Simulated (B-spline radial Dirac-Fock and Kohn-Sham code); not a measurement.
# Kohn-Sham estimates against Dirac-Fock for the levels of W⁶²⁺

System: the W⁶²⁺ ion, configuration [Ne] 3s2.

The density-functional columns are spherical, spin-unpolarised Dirac-Kohn-Sham results without Breit or QED terms: −ε is minus the orbital energy of the initial state and ΔSCF the difference of two total energies. The reference in the last column comes from Dirac-Fock ΔSCF + Breit + QED. All numbers are from an atomic code on a B-spline grid, in eV; a selection of levels is shown. For the 1s level of heavy atoms much of the gap between ΔSCF and the reference is the Breit and QED part, -343.5 eV here; for other levels the error of the functional can be larger.

| level | LDA −ε | LDA ΔSCF | Dirac-Fock |
| --- | --- | --- | --- |
| K (1s) | 74605.7 | 75221.7 | 74884.5 |
| L1 (2s) | 16956.3 | 17108.9 | 17144.5 |
| L2 (2p1/2) | 16516.8 | 16702.4 | 16643.8 |
| L3 (2p3/2) | 15121.4 | 15286.9 | 15261.4 |
| M1 (3s) | 6960.5 | 7021.6 | 6996.9 |

For the outermost level NIST gives 7000 ± 7 eV (semi-empirical); the differences from it are LDA −ε -39.54, LDA ΔSCF +21.59, Dirac-Fock -3.06 eV.

Values without a named source are computed, but for edge energies of neutral atoms, which are taken from tables.
